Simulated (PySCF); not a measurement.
Curvature of the energy in the electron number along the 5d series, charge +2

Calculated with PySCF 2.14, in def2-TZVP with the def2 core potential (60 electrons), ECP: one orbital is emptied in steps, and each cell gives the departure of E from the straight line at half an electron, in eV (from a cubic fit). The exact functional gives zero.

```csv
species,orbital,LDA,PBE,r2SCAN,PBE0,BHandHLYP,LC-wPBE,wB97X,UHF
Hf(2+),5d alpha,-1.27,-1.25,-1.16,-0.91,-0.59,-0.20,-0.28,0.11
Ta(2+),5d alpha,-1.32,-1.29,-1.20,-0.93,-0.59,-0.22,-0.29,0.15
W(2+),5d alpha,-1.38,-1.35,-1.26,-0.97,-0.60,-0.25,-0.32,0.19
Re(2+),5d alpha,-1.46,-1.43,-1.34,-1.03,-0.62,-0.30,-0.38,0.21
Os(2+),5d beta,-1.40,-1.35,-1.19,-0.95,-0.60,-0.22,-0.36,0.26
Ir(2+),5d beta,-1.49,-1.45,-1.35,-1.02,-0.62,-0.29,-0.41,0.29
Pt(2+),5d beta,-1.55,-1.51,-1.39,-1.06,-0.63,-0.32,-0.43,0.32
Au(2+),5d beta,-1.61,-1.56,-1.45,-1.09,-0.63,-0.36,-0.46,0.35
Hg(2+),5d beta,-1.69,-1.65,-1.54,-1.15,-0.66,-0.42,-0.53,0.37
```

How does the mean departure depend on the functional?

LDA -1.46 eV; PBE -1.43 eV; r2SCAN -1.32 eV; PBE0 -1.01 eV; BHandHLYP -0.62 eV; LC-wPBE -0.29 eV; wB97X -0.38 eV; UHF 0.25 eV. Semilocal functionals are convex (delocalisation error), Hartree-Fock is concave or straight, and exact exchange removes curvature roughly in proportion to its share, so among the functionals the range-separated hybrids usually come closest to zero.

No spin-orbit coupling is included.
